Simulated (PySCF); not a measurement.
## Multinuclear NMR of C₂H₁₃NO₂Si₄

Geometry (Å), atoms numbered from 1 in this order:
```xyz
22

O     0.6837    1.8122    0.2867
C     1.7497    1.3094    0.5376
C     1.9281   -0.0982    0.9049
Si    2.8592   -1.0328   -0.5092
O     0.7376   -0.7868    1.0987
Si   -0.7711   -0.2037    1.2910
N    -1.6941   -0.0129   -0.1711
Si   -1.0264   -0.3992   -1.7238
Si   -3.2537    0.7210    0.0491
H     2.6929    1.8826    0.4739
H     2.5373   -0.1598    1.8165
H     4.2573   -0.5829   -0.4606
H     2.2761   -0.7076   -1.8043
H     2.7543   -2.4477   -0.1721
H    -0.8713    0.9711    2.1504
H    -1.2853   -1.3935    1.9795
H    -0.1138    0.6495   -2.2033
H    -2.1454   -0.5410   -2.6542
H    -0.2930   -1.6682   -1.6267
H    -3.8959    0.0420    1.1775
H    -3.1252    2.1502    0.3419
H    -4.0114    0.5156   -1.1841
```

PySCF calculation with GIAO PBE0/pcSseg-1 shieldings and GFN2-xTB geometry; in vacuum, non-relativistic Hamiltonian, one conformer, equivalent nuclei averaged.

(1) Predict the 29Si NMR data.

(2) What are the 15N shifts?

(3) What are the 17O shifts?

Results:

(1) 
```
  atoms                  environment  σ (ppm)  δ (ppm)
    Si6  silicon bonded to N, O, 2 H    381.6    -33.7
Si8/Si9     silicon bonded to N, 3 H    402.3    -50.7
    Si4     silicon bonded to C, 3 H    422.4    -67.2
```

Shieldings were converted by a linear fit to measured shifts: 29Si: δ = 279.94 − 0.822σ (rms 8.9 ppm, 72 shifts, 25.8 ppm with the 6 outliers that the fit left out vs TMS, solution or neat liquid). Occasional misses reach two or three times the rms, and more in compound classes unlike the fitted ones.

On a 600 MHz spectrometer 29Si resonates near 119.2 MHz, so 1 ppm is 119.2 Hz.

(2) 
```
atoms              environment  σ (ppm)  δ (ppm)
   N7  nitrogen bonded to 3 Si    260.1   -387.8
```

Shieldings were converted by a linear fit to measured shifts: 15N: δ = -148.07 − 0.921σ (rms 6.3 ppm, 71 shifts vs CH3NO2, solution or neat liquid). A few per cent of atoms miss by over 2 rms, more outside the fitted compound classes.

On a 500 MHz spectrometer 15N resonates near 50.7 MHz, so 1 ppm is 50.7 Hz.

(3) 
```tsv
atoms	environment	σ (ppm)	δ (ppm)
O1	aldehyde oxygen	-283.2	524.7
O5	oxygen bonded to C, Si	299.4	-6.0
```

Shieldings were converted by a linear fit to measured shifts: 17O (scatter 10.7 ppm rms, 12.2 ppm with the 3 outliers that the fit left out vs liquid water, solution or neat liquid). Occasional misses reach two or three times the rms, and more in compound classes unlike the fitted ones.

On a 500 MHz spectrometer 17O resonates near 67.8 MHz, so 1 ppm is 67.8 Hz.
